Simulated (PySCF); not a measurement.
## UHF on O²⁺ (oxygen, charge +2)

Configuration: [He] 2s2 2p2, high-spin 3P determinant. All numbers are calculated (PySCF 2.14, the non-relativistic Hamiltonian (point nucleus), in aug-cc-pwCVDZ (5s4p2d, 27 functions)).

```json
{"Total energy": "-73.084954 hartree", "One-electron energy": "-92.5721 hartree", "Hartree (Coulomb) energy": "26.8217 hartree", "Exchange energy": "-7.3346 hartree", "Kinetic energy": "73.05397 hartree", "⟨S²⟩": "2.0047", "⟨L²⟩": "2.007", "Sum of ⟨r⟩": "4.450 bohr", "Sum of ⟨r²⟩": "5.114 bohr²", "Traceless quadrupole moment −½Σ⟨3z² − r²⟩ along its main axis": "0.487 e·bohr²", "Density at the nucleus (Gaussians lack the cusp)": "302 bohr⁻³", "Spin density at the nucleus": "-0.0973 bohr⁻³", "Langevin diamagnetic susceptibility": "-4.05 ×10⁻⁶ cm³/mol"}
```

```tsv
shell	electrons	mean orbital energy (hartree)	rms radius, mean of both spins (bohr)
1s α	1	-22.32128	0.230
1s β	1	-22.21893	0.230
2s α	1	-2.67489	1.14
2s β	1	-2.29227	1.14
2p α	2	-2.04523	1.10
```

Spin-orbit constants ζ (cm⁻¹) from the X2C one-electron operator on these orbitals (non-relativistic here): bare nucleus, nucleus screened by l(l+1)(2l+1)/3 electrons, and screened by the Breit-Pauli mean field of the electrons.

```
shell   bare  screened nucleus  mean field
   2p  315.5             236.6       202.8
```

To first order the Landé constant is A = 101.4 cm⁻¹, so the lowest level has J = 0 and lies 0.0251 eV below the centre of the term. This holds in LS coupling only.
